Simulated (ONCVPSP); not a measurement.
**Ranking ONCV potentials for Hf (Z = 72)**

All share these settings but for the change named:

ONCVPSP 4.0.1 input, shortened (lines: element, Z, core and valence counts, functional; n l f; lmax; l rc ep ncon nbas qcut; lloc lpopt rc5 dvloc0; l nproj debl; icmod fcfact rcfact), LDA (Perdew-Zunger), fully relativistic:

```
  Hf 72.00   10    4        3      upf
    1    0    2.00
    2    0    2.00
    2    1    6.00
    3    0    2.00
    3    1    6.00
    3    2   10.00
    4    0    2.00
    4    1    6.00
    4    2   10.00
    4    3   14.00
    5    0    2.00
    5    1    6.00
    5    2    2.00
    6    0    2.00
    2
    0    1.65    0.00    3    6    6.30
    1    1.95    0.00    3    8    8.00
    2    3.15    0.00    4    8    4.70
    4    5    1.50    0.00
    0    2    3.90
    1    1    0.90
    2    2    1.30
    0    0.00    0.00
```

Open shells are filled in proportion to 2j + 1.

Cutoff: the first of the cutoffs (Ha) at which the residual kinetic energy of the hardest occupied pseudo-wave falls to 1 and 0.1 mHa per electron; the density cutoff is not measured.

The base gives 16 Ha.

Of 9 variants that were run, those that failed, showed a ghost or another fault, or gave nearly equal values are left out.

A variant can come out equal or close to the base.

Rank these variants from softest to hardest (loose cutoff).
A. p: nproj 3
B. s: qcut 8.4; p: qcut 10.6; d: qcut 6.2
C. s: qcut 8.1

A (16 Ha), C (23 Ha), B (28 Ha).
